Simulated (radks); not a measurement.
Q: The mean radii <r> (bohr) of the occupied orbitals of an atom or ion are listed with their occupations. Method: scalar-relativistic Kohn-Sham, PBEsol, spin-polarised, spherical densities, finite nucleus; Fermi nuclear charge, rms radius of each element as measured or else 0.836 A^(1/3) + 0.57 fm; computed with a radial shooting solver on a logarithmic mesh with Libxc functionals.

| orbital | occ. | <r> |
|---|---|---|
| 1s down | 1 | 0.01867 |
| 1s up | 1 | 0.01867 |
| 2s up | 1 | 0.07898 |
| 2s down | 1 | 0.07898 |
| 2p up | 3 | 0.07058 |
| 2p down | 3 | 0.07058 |
| 3s up | 1 | 0.2049 |
| 3s down | 1 | 0.2049 |
| 3p up | 3 | 0.2049 |
| 3p down | 3 | 0.2049 |
| 3d up | 5 | 0.1857 |
| 3d down | 5 | 0.1857 |
| 4s up | 1 | 0.4589 |
| 4s down | 1 | 0.4589 |
| 4p up | 3 | 0.4878 |
| 4p down | 3 | 0.4878 |
| 4d up | 5 | 0.5233 |
| 4d down | 5 | 0.5231 |
| 5s up | 1 | 1.103 |
| 5s down | 1 | 1.097 |
| 5p up | 3 | 1.299 |
| 5p down | 3 | 1.289 |
| 4f up | 7 | 0.6418 |
| 4f down | 7 | 0.6373 |
| 6s up | 1 | 3.221 |
| 6s down | 1 | 3.415 |
| 5d up | 3 | 2.211 |

Name the element and its charge. Open shells, if any, are filled with parallel spins first.

A: Z = 73, tantalum, charge 0: Ta in [Xe] 4f14 5d3 6s2. The 1s radius gives Z: for a bare nucleus <r> = (2 gamma + 1)/(2Z) with gamma = sqrt(1 - (Z/c)^2), 0.01844 bohr for Z = 73, and screening makes it slightly larger (0.01867 here). The occupations add up to 73, and the charge is Z minus that.
